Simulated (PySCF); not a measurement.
Al(All)(H)(OMe) (C4H9AlO), SMILES C=C[CH2][AlH][O]C. The structure is a stationary point at PBE-D3(BJ)/def2-SVP. The structure was generated by enumeration; whether it is a known compound was not checked. The values are those of a single conformer.

Computed equilibrium geometry at PBE-D3(BJ)/def2-SVP (PySCF confirms it by a frequency run) as Cartesian coordinates in Å (one conformer of several):
```xyz
15

Al     0.0123    -0.1604     0.7292
C      1.6509    -0.9615    -0.0688
C      1.5285     0.2182    -0.9566
C      1.7132     1.5230    -0.5847
H      1.5963    -1.9388    -0.5751
H      2.4771    -0.9071     0.6659
H      1.0660     0.0371    -1.9454
H      2.1810     1.7927     0.3771
H      1.4638     2.3469    -1.2692
H      0.1081     0.7399     2.0390
O     -1.4939    -0.5436    -0.0129
C     -2.8095    -0.0780     0.1022
H     -3.5196    -0.9313     0.1952
H     -2.9698     0.5847     0.9867
H     -3.1107     0.5004    -0.8022
```
